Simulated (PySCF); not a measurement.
All of these have the formula C7H3F3. Level of theory: TDDFT wB97X-D/def2-SVPD, vertical, gas phase, core orbitals frozen in the response in PySCF 2.14.0, density-fitted response routines. Geometries: GFN2-xTB; one conformer of each isolated species. Triplets are in the Tamm–Dancoff approximation.

A. `FC(=C(CC#CC#C)F)F`
B. `C#C/C=C(/F)C#CC(F)F`
C. `C#CC(C#C)=CC(F)(F)F`
D. `C#CCC#CC(F)=C(F)F`

Lowest singlet levels (six at most, fewer where fewer were computed) with oscillator strengths:

1. 238 nm (f 0.001); 214 nm (f 0.263); 202 nm (f 0.001); 186 nm (f 0.001); 183 nm (f 0.000); 179 nm (f 0.074); T1 3.63 eV
2. 257 nm (f 0.000); 243 nm (f 0.306); 234 nm (f 0.000); 220 nm (f 0.106); 197 nm (f 0.000); 183 nm (f 0.000); T1 2.91 eV
3. 261 nm (f 0.374); 247 nm (f 0.000); 231 nm (f 0.000); 227 nm (f 0.000); 201 nm (f 0.031); 195 nm (f 0.000); T1 2.82 eV
4. 259 nm (f 0.000); 248 nm (f 0.002); 247 nm (f 0.000); 186 nm (f 0.122); 173 nm (f 0.065); 172 nm (f 0.203); T1 3.96 eV

Question: Match each spectrum to its molecule.

Answer: 1 = D, 2 = C, 3 = B, 4 = A.
- A: S1 at 4.80 eV, HOMO-1→LUMO (62%), HOMO→LUMO+1 (19%), HOMO→LUMO (8%); Löwdin shares by element: HOMO carbon 72% or more (atoms not listed hold the other 28%); LUMO carbon 74% or more (atoms not listed hold the other 26%); HOMO -9.25 and LUMO 0.79 eV.
- B: S1 at 4.74 eV, HOMO→LUMO (93%); Löwdin shares by element: HOMO carbon 70% or more (atoms not listed hold the other 30%); LUMO carbon 65% or more (atoms not listed hold the other 35%); HOMO -9.05 and LUMO -0.61 eV; point group Cs, 4 of its 6 listed states under f = 0.0005.
- C: S1 at 4.83 eV, HOMO-1→LUMO (95%); Löwdin shares by element: HOMO carbon 68% or more (atoms not listed hold the other 32%); LUMO carbon 68% or more (atoms not listed hold the other 32%); HOMO -9.49 and LUMO -0.75 eV.
- D: S1 at 5.20 eV, HOMO→LUMO+1 (88%); Löwdin shares by element: HOMO carbon 72% or more (atoms not listed hold the other 28%); LUMO carbon 74% or more (atoms not listed hold the other 26%); HOMO -8.95 and LUMO 0.83 eV.
A and B have S1 within 0.06 eV of each other; their strongest listed levels stand at 7.22 eV (f 0.203) and 4.74 eV (f 0.374).
A and C have S1 within 0.04 eV of each other; their strongest listed levels stand at 7.22 eV (f 0.203) and 5.09 eV (f 0.306).
B and C have S1 within 0.09 eV of each other; their strongest listed levels stand at 4.74 eV (f 0.374) and 5.09 eV (f 0.306).
